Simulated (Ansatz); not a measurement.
`[F][Sn]([F])([Cl])[I]` + `[CH3][SnH3]` → `[F][SnH]([F])[I]` + `Cl[CH2][SnH3]`  (redistribution)

Gas-phase electronic energies from Ansatz, PBE0-D4/def2-TZVP geometries. CCSD(T)/CBS is the MP2 limit (def2-TZVPP, def2-QZVPP) plus CCSD(T) − MP2 in def2-TZVPP, frozen cores. Functionals use def2-TZVPP. def2 core potentials past Kr. For I, Sn outer-core shells are correlated without core-valence functions, which leaves a few kJ/mol of doubt a bond.

```tsv
level	ΔE (kJ/mol)
LDA (SPW92)	141.6
CAM-B3LYP-D4	152.7
BLYP	150.7
r2SCANh	157.3
```

Q: What does CCSD(T)/CBS give? (Estimate.)

A: Ansatz gave: +156.9 kJ/mol. The listed levels differ from it by -15.3, -4.2, -6.2, 0.4 kJ/mol.

Q: What do rigid-rotor, harmonic-oscillator terms from PBE0-D4/def2-TZVP frequencies (298.15 K, 1 bar) make of the CCSD(T)/CBS value? (Best estimate.)

A: Computed: ΔZPE = -6.4 kJ/mol, ΔH = +149.0 kJ/mol, ΔS = 8 J/(mol·K), ΔG = +146.5 kJ/mol.

Largest T1 diagnostic among the species: 0.013.

From BLYP to BHLYP (50 % exact exchange), in def2-TZVPP and without D4, ΔE moves by +5.8 kJ/mol. Leaving LDA and LC-ωPBE aside and taking each functional with its dispersion term where it has one, the values, not all of them listed here, spread over 11.0 kJ/mol, from revPBE-D4 to B97M-V. LDA lies −7.0 kJ/mol from PBE without D4.
